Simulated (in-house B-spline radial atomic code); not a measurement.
How numerical settings move a run on N2+, [He] 2s2 2p1. Computed with a B-spline radial code for spherical atoms: non-relativistic LDA VWN5, spherical fractional occupations, point nucleus.

Command:
```bash
python run_scf.py task.json out
```
Settings of the sound reference run:
```
Z                7
electrons        5
configuration    [He] 2s2 2p1
hamiltonian      nr
method           lda,vwn
spin_polarised   False
knot_spacing     0.22
spline_order     8
gauss_points     12
box_radius       22.22
max_iterations   70
damping          0.5
damped_steps     3
diis_vectors     10
tolerance        1e-08
start            Thomas-Fermi
```

Time taken, with all properties: 0.11 s on 1 thread of Arm Neoverse V2, on a shared host.

It converges in 8 iterations to -52.454986 hartree, with 2p at -37.6285 eV. The other runs change the listed settings, some to values that make no sense; their results aren't properties of the atom or ion. Radii are in bohr (the nuclear one in fm), a minus after a letter asks for a j subshell, and «unchanged» means within 1e-8 hartree. The run stops when the residual is below 10 × tolerance × max(1, Z/10), or a noise floor if that is larger, and the energy moves by less than 1e-8 × √|E| hartree; so very loose and very tight tolerances often act alike.

| changed settings | outcome |
| --- | --- |
| electrons = 6, configuration = [He] 2s2 2p1 1f1, max_iterations = 50 | stopped with error: there is no 1f shell |
| electrons = 6, configuration = [He] 2s2 2p1 3s-1, max_iterations = 50 | stopped with error: j subshells need the Dirac Hamiltonian and l > 0 |
| spline_order = 5 | converged in 8 iterations, energy +2.87e-07 hartree from the reference, 2p level -1.1e-06 eV |
| damping = 0.8 | converged in 8 iterations, energy unchanged, 2p level -1.9e-06 eV |
| spline_order = 6 | converged in 8 iterations, energy +1.19e-08 hartree from the reference |
| spline_order = 3 | converged in 8 iterations, energy +8.93e-04 hartree from the reference, 2p level -1.2e-03 eV |
| knot_spacing = 1, max_iterations = 5, damped_steps = 30, tolerance = 1e-10 | not converged after 5 iterations, last residual 6.1e-03, last energy +4.06e-02 hartree from the reference |
| box_radius = 1.33, first_knot = 0.0429, max_iterations = 8, damped_steps = 30 | not converged after 8 iterations, last residual 8.1e-05, last energy +5.42e+00 hartree from the reference |
| spline_order = 4 | converged in 8 iterations, energy +1.15e-05 hartree from the reference, 2p level -2.7e-05 eV |
| tolerance = 1e-06 | converged in 7 iterations, energy unchanged, 2p level -3.1e-05 eV |

**Question.** What happens with spline_order = 10?

**Answer.** Converged in 8 iterations, energy unchanged.

**Question.** What happens with gauss_points = 8, max_iterations = 60, damping = 0.2, damped_steps = 0?

**Answer.** Converged in 6 iterations, energy unchanged, 2p level +1.5e-06 eV.

**Question.** What happens with hamiltonian = dirac, method = hf, nucleus = fermi, rms_radius = 2.5582, mass_number = 14, atomic_mass = 14.00307, speed_of_light = 5.248479?

**Answer.** Stopped with error: Z/c is past the critical charge.

**Question.** What happens with spline_order = 7, max_iterations = 2?

**Answer.** Not converged after 2 iterations, last residual 4.0e-02, last energy +4.05e-02 hartree from the reference.
